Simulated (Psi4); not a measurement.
Input for Psi4: SAPT0/jun-cc-pV(D+d)Z on C2H7N (a complex), monomers drawn apart or pushed together.

```
memory 2025 MB

molecule dimer {
0 1
N     0.12295515   -0.08712477   -0.16612172
H     0.32890160    0.70779345   -0.76037602
H     0.72356996   -0.84903293   -0.45978954
H    -0.83349680   -0.36547020   -0.35436487
--
0 1
C    -0.51190785   -0.23010007    6.14070009
C     0.28229760    0.50328713    5.37326992
H    -1.20277826   -0.94943618    5.71604557
H    -0.50761281   -0.14554555    7.22125348
H     0.97057859    1.22041473    5.80717144
H     0.27539952    0.41501420    4.29198093
units angstrom
symmetry c1
no_reorient
no_com
}

set {
  basis jun-cc-pV(D+d)Z
  scf_type df
  freeze_core true
}

energy('sapt0')
```

It printed:

```
[...]
==> Input File <==

--------------------------------------------------------------------------
memory 2025 MB

molecule dimer {
0 1
N     0.12295515   -0.08712477   -0.16612172
H     0.32890160    0.70779345   -0.76037602
H     0.72356996   -0.84903293   -0.45978954
H    -0.83349680   -0.36547020   -0.35436487
--
0 1
C    -0.51190785   -0.23010007    6.14070009
C     0.28229760    0.50328713    5.37326992
H    -1.20277826   -0.94943618    5.71604557
H    -0.50761281   -0.14554555    7.22125348
H     0.97057859    1.22041473    5.80717144
H     0.27539952    0.41501420    4.29198093
units angstrom
symmetry c1
no_reorient
no_com
}

set {
  basis jun-cc-pV(D+d)Z
  scf_type df
  freeze_core true
}

energy('sapt0')
--------------------------------------------------------------------------


   => Loading Basis Set <=

    Name: JUN-CC-PV(D+D)Z
    Role: ORBITAL
    Keyword: BASIS
    atoms 1         entry N          line   222 file jun-cc-pv_dpd_z.gbs
    atoms 2-4, 7-10 entry H          line    60 file jun-cc-pv_dpd_z.gbs
    atoms 5-6       entry C          line   188 file jun-cc-pv_dpd_z.gbs

   => Loading Basis Set <=

    Name: JUN-CC-PV(D+D)Z
    Role: ORBITAL
    Keyword: BASIS
    atoms 1         entry N          line   222 file jun-cc-pv_dpd_z.gbs
    atoms 2-4, 7-10 entry H          line    60 file jun-cc-pv_dpd_z.gbs
    atoms 5-6       entry C          line   188 file jun-cc-pv_dpd_z.gbs


  //>>>>>>>>>>>>>>>>>>>>>>>>>>>>>>>>>>>//
  //              Dimer HF             //
  //<<<<<<<<<<<<<<<<<<<<<<<<<<<<<<<<<<<//

   => Libint2 <=

    Primary   basis highest AM E, G, H:  7, 6, 3
    Auxiliary basis highest AM E, G, H:  7, 7, 4
    Onebody   basis highest AM E, G, H:  -, -, -
    Solid Harmonics ordering:            Gaussian


   => Loading Basis Set <=

    Name: JUN-CC-PV(D+D)Z
    Role: ORBITAL
    Keyword: BASIS
    atoms 1         entry N          line   222 file jun-cc-pv_dpd_z.gbs
    atoms 2-4, 7-10 entry H          line    60 file jun-cc-pv_dpd_z.gbs
    atoms 5-6       entry C          line   188 file jun-cc-pv_dpd_z.gbs


         ---------------------------------------------------------
                                   SCF
               by Justin Turney, Rob Parrish, Andy Simmonett
                          and Daniel G. A. Smith
                              RHF Reference
                        1 Threads,   1931 MiB Core
         ---------------------------------------------------------

  ==> Geometry <==

    Molecular point group: c1
    Full point group: C1

    Geometry (in Angstrom), charge = 0, multiplicity = 1:

       Center              X                  Y                   Z               Mass
    ------------   -----------------  -----------------  -----------------  -----------------
         N            0.122955150000    -0.087124770000    -0.166121720000    14.003074004430
         H            0.328901600000     0.707793450000    -0.760376020000     1.007825032230
         H            0.723569960000    -0.849032930000    -0.459789540000     1.007825032230
         H           -0.833496800000    -0.365470200000    -0.354364870000     1.007825032230
         C           -0.511907850000    -0.230100070000     6.140700090000    12.000000000000
         C            0.282297600000     0.503287130000     5.373269920000    12.000000000000
         H           -1.202778260000    -0.949436180000     5.716045570000     1.007825032230
         H           -0.507612810000    -0.145545550000     7.221253480000     1.007825032230
         H            0.970578590000     1.220414730000     5.807171440000     1.007825032230
         H            0.275399520000     0.415014200000     4.291980930000     1.007825032230

  Running in c1 symmetry.

  Rotational constants: A =      1.10994  B =      0.01792  C =      0.01769 [cm^-1]
  Rotational constants: A =  33275.22209  B =    537.08346  C =    530.44425 [MHz]
  Nuclear repulsion =   59.422789320176065

  Charge       = 0
  Multiplicity = 1
  Electrons    = 26
  Nalpha       = 13
  Nbeta        = 13

  ==> Algorithm <==

  SCF Algorithm Type is DF.
  DIIS enabled.
  MOM disabled.
  Fractional occupation disabled.
  Guess Type is SAD.
  Energy threshold   = 1.00e-08
  Density threshold  = 1.00e-08
  Integral threshold = 1.00e-12

  ==> Primary Basis <==

  Basis Set: JUN-CC-PV(D+D)Z
    Blend: JUN-CC-PV(D+D)Z
    Number of shells: 45
    Number of basis functions: 89
    Number of Cartesian functions: 92
    Spherical Harmonics?: true
    Max angular momentum: 2

   => Loading Basis Set <=

    Name: (JUN-CC-PV(D+D)Z AUX)
    Role: JKFIT
    Keyword: DF_BASIS_SCF
    atoms 1         entry N          line   202 file jun-cc-pvdz-jkfit.gbs
    atoms 2-4, 7-10 entry H          line    70 file jun-cc-pvdz-jkfit.gbs
    atoms 5-6       entry C          line   146 file jun-cc-pvdz-jkfit.gbs

  ==> Integral Setup <==

  DFHelper Memory: AOs need 0.022 GiB; user supplied 1.414 GiB.
  SCF_SUBTYPE=INCORE selected. In-core MEM_DF algorithm
[...]
372    79A      3.143939    80A      3.403068
      81A      3.519752    82A      3.567458    83A      3.567733
      84A      3.647633    85A      3.648417    86A      4.982719
      87A      6.012512    88A      6.013411    89A     25.414281

    Final Occupation by Irrep:
              A
    DOCC [     8 ]
    NA   [     8 ]
    NB   [     8 ]

  @DF-RHF Final Energy:   -78.04187631609754

   => Energetics <=

    Nuclear Repulsion Energy =             33.4561542280403970
    One-Electron Energy =                -170.1461483893446029
    Two-Electron Energy =                  58.6481178452066700
    Total Energy =                        -78.0418763160975431

Computation Completed


Properties will be evaluated at   0.000000,   0.000000,   0.000000 [a0]

Properties computed using the SCF density matrix


 Multipole Moments:

 ------------------------------------------------------------------------------------
     Multipole            Electronic (a.u.)      Nuclear  (a.u.)        Total (a.u.)
 ------------------------------------------------------------------------------------

 L = 1.  Multiply by 2.5417464519 to convert [e a0] to [Debye]
 Dipole X            :          3.4803053           -3.4810162           -0.0007110
 Dipole Y            :         -4.1198452            4.1187895           -0.0010556
 Dipole Z            :       -174.0811157          174.0820837            0.0009680
 Magnitude           :                                                    0.0015990

 ------------------------------------------------------------------------------------

  Constructing Basis Sets for SAPT...

   => Loading Basis Set <=

    Name: (JUN-CC-PV(D+D)Z AUX)
    Role: RIFIT
    Keyword: DF_BASIS_SAPT
    atoms 1         entry N          line   144 file jun-cc-pvdz-ri.gbs
    atoms 2-4, 7-10 entry H          line    30 file jun-cc-pvdz-ri.gbs
    atoms 5-6       entry C          line   100 file jun-cc-pvdz-ri.gbs

   => Loading Basis Set <=

    Name: (JUN-CC-PV(D+D)Z AUX)
    Role: JKFIT
    Keyword: DF_BASIS_ELST
    atoms 1         entry N          line   202 file jun-cc-pvdz-jkfit.gbs
    atoms 2-4, 7-10 entry H          line    70 file jun-cc-pvdz-jkfit.gbs
    atoms 5-6       entry C          line   146 file jun-cc-pvdz-jkfit.gbs


  //>>>>>>>>>>>>>>>>>>>>>>>>>>>>>>>>>>>//
  //               SAPT0               //
  //<<<<<<<<<<<<<<<<<<<<<<<<<<<<<<<<<<<//



        SAPT0
    Ed Hohenstein
     6 June 2009

      Orbital Information
  --------------------------
    NSO        =        89
    NMO        =        89
    NRI        =       293
    NRI (Elst) =       398
    NOCC A     =         5
    NOCC B     =         8
    FOCC A     =         1
    FOCC B     =         2
    NVIR A     =        84
    NVIR B     =        81

    Elst10,r            =    -0.000335711566 [Eh]
    Exch10              =     0.000007393874 [Eh]
    Exch10 (S^2)        =     0.000007393793 [Eh]

    Maxiter = 50
    CPHF R converge = 1.000000E-08

    Iter     Energy [mEh]          dE [mEh]         Residual      Time [s]
       1      -0.00115092       0.001150915     1.683043e-04             0
       2      -0.00143865       0.000287730     8.577227e-05             0
       3      -0.00147557       0.000036928     1.994845e-05             0
       4      -0.00146650      -0.000009071     4.159120e-06             0
       5      -0.00146530      -0.000001204     9.159574e-07             0
       6      -0.00146576       0.000000462     1.677413e-07             0
       7      -0.00146569      -0.000000074     3.135052e-08             0
       8      -0.00146569       0.000000008     4.779411e-09             0

    CHF Iterations converged

    Maxiter = 50
    CPHF R converge = 1.000000E-08

    Iter     Energy [mEh]          dE [mEh]         Residual      Time [s]
       1      -0.02634246       0.026342456     1.208939e-03             0
       2      -0.03153055       0.005188090     5.813022e-04             0
       3      -0.03470338       0.003172835     1.376777e-04             0
       4      -0.03465229      -0.000051090     5.163172e-05             0
       5      -0.03455250      -0.000099791     1.142852e-05             0
       6      -0.03457002       0.000017515     3.603398e-06             0
       7      -0.03457442       0.000004405     6.077397e-07             0
       8      -0.03457339      -0.000001034     9.128637e-08             0
       9      -0.03457347       0.000000087     1.457806e-08             0
      10      -0.03457347      -0.000000009     1.655993e-09             0

    CHF Iterations converged

    Ind20,r (A<-B)      =    -0.000001465694 [Eh]
    Ind20,r (B<-A)      =    -0.000034573465 [Eh]
    Ind20,r             =    -0.000036039159 [Eh]
    Exch-Ind20,r (A<-B) =     0.000000676630 [Eh]
    Exch-Ind20,r (B<-A) =     0.000000070702 [Eh]
    Exch-Ind20,r        =     0.000000747331 [Eh]
    Disp20              =    -0.000073784722 [Eh]
    Disp20 (SS)         =    -0.000036892361 [Eh]
    Disp20 (OS)         =    -0.000036892361 [Eh]
    Exch-Disp20         =     0.000000719908 [Eh]
    Exch-Disp20 (SS)    =     0.000000463496 [Eh]
    Exch-Disp20 (OS)    =     0.000000256411 [Eh]

    SAPT Results
  --------------------------------------------------------------------------------------------------------
    Electrostatics                 -0.33571157 [mEh]      -0.21066219 [kcal/mol]      -0.88141060 [kJ/mol]
      Elst10,r                     -0.33571157 [mEh]      -0.21066219 [kcal/mol]      -0.88141060 [kJ/mol]

    Exchange                        0.00739387 [mEh]       0.00463973 [kcal/mol]       0.01941261 [kJ/mol]
      Exch10                        0.00739387 [mEh]       0.00463973 [kcal/mol]       0.01941261 [kJ/mol]
      Exch10(S^2)                   0.00739379 [mEh]       0.00463968 [kcal/mol]       0.01941240 [kJ/mol]

    Induction                      -0.03594786 [mEh]      -0.02255762 [kcal/mol]      -0.09438109 [kJ/mol]
      Ind20,r                      -0.03603916 [mEh]      -0.02261491 [kcal/mol]      -0.09462080 [kJ/mol]
      Exch-Ind20,r                  0.00074733 [mEh]       0.00046896 [kcal/mol]       0.00196212 [kJ/mol]
      delta HF,r (2)               -0.00065603 [mEh]      -0.00041167 [kcal/mol]      -0.00172241 [kJ/mol]

    Dispersion                     -0.07306481 [mEh]      -0.04584886 [kcal/mol]      -0.19183164 [kJ/mol]
      Disp20                       -0.07378472 [mEh]      -0.04630061 [kcal/mol]      -0.19372176 [kJ/mol]
      Exch-Disp20                   0.00071991 [mEh]       0.00045175 [kcal/mol]       0.00189012 [kJ/mol]
      Disp20 (SS)                  -0.03689236 [mEh]      -0.02315031 [kcal/mol]      -0.09686088 [kJ/mol]
      Disp20 (OS)                  -0.03689236 [mEh]      -0.02315031 [kcal/mol]      -0.09686088 [kJ/mol]
      Exch-Disp20 (SS)              0.00046350 [mEh]       0.00029085 [kcal/mol]       0.00121691 [kJ/mol]
      Exch-Disp20 (OS)              0.00025641 [mEh]       0.00016090 [kcal/mol]       0.00067321 [kJ/mol]

  Total HF                         -0.36426555 [mEh]      -0.22858008 [kcal/mol]      -0.95637907 [kJ/mol]
  Total SAPT0                      -0.43733037 [mEh]      -0.27442895 [kcal/mol]      -1.14821072 [kJ/mol]

  Special recipe for scaled SAPT0 (see Manual):
    Electrostatics sSAPT0          -0.33571157 [mEh]      -0.21066219 [kcal/mol]      -0.88141060 [kJ/mol]
    Exchange sSAPT0                 0.00739387 [mEh]       0.00463973 [kcal/mol]       0.01941261 [kJ/mol]
    Induction sSAPT0               -0.03594786 [mEh]      -0.02255762 [kcal/mol]      -0.09438109 [kJ/mol]
    Dispersion sSAPT0              -0.07306481 [mEh]      -0.04584886 [kcal/mol]      -0.19183164 [kJ/mol]
  Total sSAPT0                     -0.43733037 [mEh]      -0.27442895 [kcal/mol]      -1.14821072 [kJ/mol]
  --------------------------------------------------------------------------------------------------------



*** Psi4 exiting successfully. Buy a developer a beer!
```

The run finished.

Cost: roughly 6 core-seconds.
